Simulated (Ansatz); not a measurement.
Gas-phase electronic energies from Ansatz, PBE0-D4/def2-TZVP geometries. CCSD(T)/CBS adds triple-zeta CCSD(T) − MP2 to the extrapolated MP2 energy (def2 sets, frozen cores). DFT in def2-TZVPP. B3LYP here is the variant with VWN-RPA as its local correlation; programs differ in this. Each species was taken in one conformer, which may not be the lowest.

Reaction (redistribution): `CBB(C)F` + `C[SiH2]C[SiH2]O` → `CB(F)[SiH2]O` + `CBC[SiH2]C`

```csv
level,ΔE (kJ/mol),difference from CCSD(T)/CBS
PBE-D4,-13.6,-7.5
r2SCAN-D4,-9.8,-3.7
PBE0-D4,-10.1,-4.0
B3LYP-D4,-8.0,-1.9
ωB97X-V,-6.3,-0.2
ωB97M-V,-6.1,0.0
B2PLYP,-7.4,-1.3
PBE,-14.1,-8.0
r2SCAN,-10.0,-3.9
PBE0,-10.6,-4.5
B3LYP,-8.9,-2.8
HF/def2-TZVPP,-1.0,5.1
MP2/def2-TZVPP,-5.9,0.2
SCS-MP2/def2-TZVPP,-5.1,1.0
CCSD/def2-TZVPP,-5.6,0.5
CCSD(T)/def2-TZVPP,-7.0,-0.9
HF/def2-QZVPP,-0.6,5.5
MP2/def2-QZVPP,-5.3,0.8
SCS-MP2/def2-QZVPP,-4.4,1.7
HF/CBS(def2),-0.6,5.5
MP2/CBS(def2),-5.0,1.1
CCSD/CBS(def2),-4.7,1.4
CCSD(T)/CBS,-6.1,0
```

Largest T1 diagnostic among the species: 0.013.

From PBE to PBE0 (25 % exact exchange), in def2-TZVPP and without D4, ΔE moves by +3.5 kJ/mol. In def2-TZVPP, CCSD(T) changes the Hartree–Fock value by −6.0 kJ/mol (the triples alone add −1.4 kJ/mol) and MP2 by −4.9 kJ/mol.
